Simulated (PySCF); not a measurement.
FH2InSe2, SMILES [F][In]([SeH])[SeH].

Geometry: PBE0-D3(BJ)/def2-SVP. The structure was generated by enumeration; whether it is a known compound was not checked. The def2 effective core potentials stand for the cores of In; spin–orbit coupling is left out. Other conformers were not sampled.

Method: PBE0-D3(BJ)/def2-SVP run with PySCF.

Frequencies are harmonic and unscaled.

| mode | ν (cm⁻¹) | IR (km/mol) | moving atoms (share of kinetic energy) |
|---|---|---|---|
| 1 | 53 | 1.7 | Se 61 %, In 32 % |
| 2 | 94 | 10.2 | In 49 %, F 33 %, Se 15 % |
| 3 | 112 | 20.1 | F 82 %, Se 13 % |
| 4 | 175 | 15.0 | H 99 % |
| 5 | 212 | 1.4 | Se 82 %, In 15 % |
| 6 | 214 | 2.3 | H 94 % |
| 7 | 281 | 39.0 | In 54 %, Se 45 % |
| 8 | 596 | 4.9 | H 90 % |
| 9 | 609 | 61.1 | F 78 %, In 13 %, H 9 % |
| 10 | 625 | 0.9 | H 97 % |
| 11 | 2449 | 8.6 | H 99 % |
| 12 | 2450 | 1.6 | H 99 % |
